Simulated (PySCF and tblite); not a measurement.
C5H7FO2, numbered as in [CH3:1][O:2]/[CH:3]=[C:4](/[F:5])[C:6]([CH3:7])=[O:8].

Conformers came from 90 starts (ETKDG and KDG, MMFF94s, GFN2-xTB); geometries are GFN2-xTB. Free energies are CAM-B3LYP-D3(BJ)/pcSseg-1 (IEF-PCM, tetrahydrofuran) single points with GFN2-xTB rigid-rotor and vibrational terms (modes under about 100 cm⁻¹ blended into free rotors). Symmetry numbers and mirror images are counted. Conformers within 2.5 kcal/mol (GFN2-xTB free energy) were kept, 4 at most. Couplings: B3LYP/6-31G* with pcJ-1 on H, F (gas phase; spin-dipole term only for pairs with B, N, F, Si or P). Couplings are for ¹⁹F, ¹H. H–H couplings come out 0.1 to 0.9 Hz lower than with pcJ-1 on all atoms. Programs: PySCF with density fitting and tblite.

Torsions listed: C1–O2–C3–C4, F5–C4–C6–O8. Of a mirror pair one member is shown.

```tsv
conformer	shape	weight %
1	180°, -179°	99.8
2	10°, -162°	0.2
```

Problem. Give the couplings in each conformer and the averages at 298.15 K (pairs that fast motion interchanges averaged).

Solution. 
| coupling | pairs | 1 | 2 | average (Hz) |
| --- | --- | --- | --- | --- |
| ³J(H3,F5) | 1 | 9.6 | 17.4 | 9.6 |
| ²J(H1,H1) | 3 | -11.8 | -12.4 | -11.8 |
| ²J(H7,H7) | 3 | -15.4 | -15.5 | -15.4 |

Computed couplings to fluorine can be off by tens of per cent at such levels.


Conformer gaps in pcSseg-1 on xTB geometries can be 2 kcal/mol off for S=O, P=O and other polar bonds.